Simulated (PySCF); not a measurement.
Compound: C₅H₉NOSi.
InChI=1S/C5H9NOSi/c1-5(2-3-7)4-6-8/h2-4H,1,8H3/b5-2+,6-4+

Method: TDDFT B3LYP/def2-SVPD, vertical, gas phase, core orbitals frozen in the response (PySCF 2.14.0, density-fitted response routines). Geometry: GFN2-xTB, one conformer, isolated molecule. Torsions of this conformer, `[CH3:1][C:2](/[CH:3]=[N:4]/[SiH3:5])=[CH:6]\[CH:7]=[O:8]`: C1–C2–C3–N4 175°, C2–C6–C7–O8 0°.

```csv
state,E (eV),E (hartree),f,"main configurations (H = HOMO, L = LUMO)"
S1,2.87,0.1056,0.0002,"H→L (88%), H-1→L (9%)"
S2,2.94,0.1080,0.0000,"H-1→L (88%), H→L (9%)"
S3,4.34,0.1594,0.418,H-2→L (97%)
S4,5.52,0.2029,0.0011,"H→L+1 (51%), H-1→L+1 (41%)"
S5,5.63,0.2069,0.0000,"H-1→L+1 (52%), H→L+1 (44%)"
S6,5.80,0.2133,0.069,"H-3→L (87%), H-2→L+1 (10%)"
S7,5.89,0.2165,0.0035,H-4→L (92%)
S8,6.11,0.2246,0.043,"H→L+2 (77%), H-1→L+2 (19%)"
```

Triplets, Tamm–Dancoff:

```json
{"state": "T1", "E (eV)": "2.46", "λ (nm)": "503.6", "main configurations (H = HOMO, L = LUMO)": "H→L (70%), H-2→L (25%)"}
{"state": "T2", "E (eV)": "2.51", "λ (nm)": "494.5", "main configurations (H = HOMO, L = LUMO)": "H-2→L (62%), H→L (18%), H-1→L (15%)"}
{"state": "T3", "E (eV)": "2.54", "λ (nm)": "489.1", "main configurations (H = HOMO, L = LUMO)": "H-1→L (78%), H-2→L (9%)"}
```

The lowest singlet comes at 432 nm (277 kJ/mol) in the visible; it is dark (f under 0.0005); its leading configuration is HOMO→LUMO (88%). The strongest level in the table is S3 at 4.34 eV (286 nm, f = 0.418). Löwdin shares by element: HOMO nitrogen 41%, oxygen 14%, carbon 11% or more, silicon 7% (atoms not listed hold the other 28%); LUMO carbon 45% or more, nitrogen 16% (atoms not listed hold the other 39%). Orbital energies (eV): HOMO-3 -9.44, HOMO-2 -7.49, HOMO-1 -7.25, HOMO -7.17, LUMO -3.05, LUMO+1 -0.42, LUMO+2 -0.05. Of the 8 states listed, 3 reach f = 0.01 and 3 stay under 0.0005. The listed states span 3.24 eV, and the widest gap between neighbours is 1.40 eV (S2 to S3). 2 computed singlets (S1 to S2) lie in the visible range (380 to 750 nm), S1 for one at 432 nm, dark in the vertical dipole picture (f under 0.0005); light of that wavelength is violet, and its complementary colour is yellow-green; a Tamm–Dancoff triplet lies at 504 nm, without intensity as long as spin–orbit coupling is left out. Singlets were solved by full linear response, triplets in the Tamm–Dancoff approximation.

Hardware: one thread of an Arm Neoverse V1 (shared host). Cost: 53 s of wall time, 0.97 GiB resident at most.
